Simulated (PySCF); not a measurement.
SMILES CC([O][In]([O]C)[O]C)=O, GFN2-xTB optimised geometry.

```
18

In    -0.75    -0.09     0.00
O      0.46    -0.52     1.87
C      1.51    -0.37     1.22
C      2.83    -0.55     1.92
O      1.52    -0.09     0.00
H      3.54     0.20     1.57
H      3.22    -1.53     1.67
H      2.69    -0.48     3.00
O     -1.51     1.78     0.00
C     -0.81     2.81     0.64
H      0.18     2.98     0.19
H     -1.41     3.71     0.50
H     -0.68     2.63     1.71
O     -1.52    -1.75    -0.82
C     -0.81    -2.96    -0.71
H     -0.68    -3.28     0.33
H     -1.43    -3.71    -1.23
H      0.17    -2.92    -1.20
```

Density from PBE0/def2-SVP, def2 effective core potentials past Kr (PySCF 2.14.0) at that geometry. The core electrons that the potentials of In replace are not part of the density.

Minimum of the electron density along straight lines between bonded atoms, close to the bond critical point (lines longer than 1.1 times the sum of covalent radii, or with two minima, are not listed):

```tsv
bond	length / Å	ρ at the minimum / e bohr⁻³	∇²ρ there / e bohr⁻⁵	position (fraction from the first atom)
In1–O2	2.265	0.058	0.24	0.51
O2–C3	1.249	0.379	0.00	0.67
C3–C4	1.509	0.256	-0.62	0.52
In1–O5	2.264	0.058	0.25	0.51
C3–O5	1.250	0.379	0.00	0.33
C4–H6	1.086	0.277	-1.03	0.63
C4–H7	1.088	0.274	-1.00	0.63
C4–H8	1.086	0.279	-1.05	0.64
In1–O9	2.013	0.099	0.54	0.52
O9–C10	1.402	0.261	-0.43	0.66
C10–H11	1.097	0.278	-1.03	0.63
C10–H12	1.095	0.279	-1.05	0.63
C10–H13	1.097	0.278	-1.03	0.63
In1–O14	2.014	0.099	0.54	0.52
O14–C15	1.402	0.262	-0.43	0.66
C15–H16	1.097	0.278	-1.03	0.63
C15–H17	1.095	0.279	-1.05	0.63
C15–H18	1.097	0.278	-1.03	0.63
```
